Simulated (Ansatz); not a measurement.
Basis-set extrapolation for C$_{2}$H$_{6}$N$_{2}$Si (`NC1N=C1[SiH3]`) (PBE0-D4/def2-TZVP geometry, frozen core, Ansatz). Multiplicity 1, RHF reference.

```tsv
	def2-TZVPP	def2-QZVPP
HF	-477.064450	-477.082167
MP2 correlation	-0.852543	-0.910412
CCSD(T) correlation	-0.927793	not run
```

Energies in hartree. Use E(X) = E(∞) + A·exp(−7.88·√X) for Hartree–Fock and E(X) = E(∞) + B·X^(−2.97) for correlation, with X = 3 and 4, and add CCSD(T) minus MP2 of the smaller set to the MP2 limit.

Task: What is the CCSD(T) energy at the basis-set limit?

Result: HF limit: -477.082167 + (-0.017717) × 0.13774 = -477.08461. MP2 limit: -0.910412 + (-0.057869) × 0.74074 = -0.95328. Higher-order term: -0.927793 − (-0.852543) = -0.07525. Total: -478.11314 hartree, 3.29 eV below CCSD(T)/def2-TZVPP.
